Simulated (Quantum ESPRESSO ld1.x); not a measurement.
The numbers below are computed, except where a source is named.
The mean radii <r> (bohr) of the occupied orbitals of an atom or ion are listed with their occupations. Level of theory: Dirac Kohn-Sham, relativistic LDA (MacDonald-Vosko exchange, VWN5 correlation), spin-unpolarised, spherical densities, point nucleus (ld1.x of Quantum ESPRESSO 7.5).

| orbital | occ. | <r> |
|---|---|---|
| 1s1/2 | 2 | 0.01842 |
| 2s1/2 | 2 | 0.07723 |
| 2p1/2 | 2 | 0.06387 |
| 2p3/2 | 4 | 0.07179 |
| 3s1/2 | 2 | 0.2012 |
| 3p1/2 | 2 | 0.1911 |
| 3p3/2 | 4 | 0.2058 |
| 3d3/2 | 4 | 0.1799 |
| 3d5/2 | 6 | 0.1845 |
| 4s1/2 | 2 | 0.4507 |
| 4p1/2 | 2 | 0.4556 |
| 4p3/2 | 4 | 0.4890 |
| 4d3/2 | 4 | 0.5054 |
| 4d5/2 | 6 | 0.5169 |
| 5s1/2 | 2 | 1.070 |
| 5p1/2 | 2 | 1.180 |
| 5p3/2 | 4 | 1.286 |
| 4f5/2 | 6 | 0.6028 |
| 4f7/2 | 8 | 0.6125 |
| 6s1/2 | 2 | 3.187 |
| 5d3/2 | 4 | 2.036 |

Name the element and its charge. Open shells, if any, fill j = l - 1/2 first.

Answer. Z = 74, tungsten, charge 0: W in [Xe] 4f14 5d4 6s2. The 1s radius gives Z: for a bare nucleus <r> = (2 gamma + 1)/(2Z) with gamma = sqrt(1 - (Z/c)^2), 0.01813 bohr for Z = 74, and screening makes it slightly larger (0.01842 here). The occupations add up to 74, and the charge is Z minus that.
